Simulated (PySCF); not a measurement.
**Correlation energy of Ho (holmium, neutral)**

[Xe] 4f11 6s2, one real determinant. All numbers are calculated (PySCF 2.14, the spin-free X2C one-electron Hamiltonian (Gaussian nucleus), in x2c-TZVPPall (11s7p7d4f2g, 113 functions)). Frozen: [Ar] 3d10; 39 electrons correlated.

MP2 pair energies summed by pair of shells (mhartree):

```
 pair   energy  share (%)
4f-4f  -422.84       26.6
4d-4f  -320.94       20.2
4f-5p  -229.41       14.4
5p-5p  -120.92        7.6
4d-4d  -112.05        7.1
4d-5p   -54.39        3.4
4f-5s   -50.70        3.2
4p-4f   -43.94        2.8
4p-4d   -39.71        2.5
5s-5p   -31.75        2.0
5p-6s   -30.22        1.9
4d-5s   -23.34        1.5
4f-6s   -17.57        1.1
6s-6s   -17.51        1.1
4s-4d   -17.12        1.1
4s-4f   -16.72        1.1
4p-4p    -9.88        0.6
4p-5p    -7.63        0.5
5s-5s    -6.02        0.4
4s-4p    -4.33        0.3
4p-5s    -4.19        0.3
4d-6s    -2.16        0.1
5s-6s    -1.44        0.1
4s-4s    -1.36        0.1
4s-5p    -0.83        0.1
4s-5s    -0.72        0.0
4p-6s    -0.29        0.0
4s-6s    -0.04        0.0
```

Total MP2 correlation energy: -1588.0 mhartree.

Same-spin part -603.44 and opposite-spin part -984.60 mhartree; SCS-MP2 scales them by 1/3 and 6/5 to -1382.7 mhartree.

The reference is one real determinant that mixes LS terms of this configuration.

This basis was not built for core-valence correlation, so the inner-shell part is incomplete.
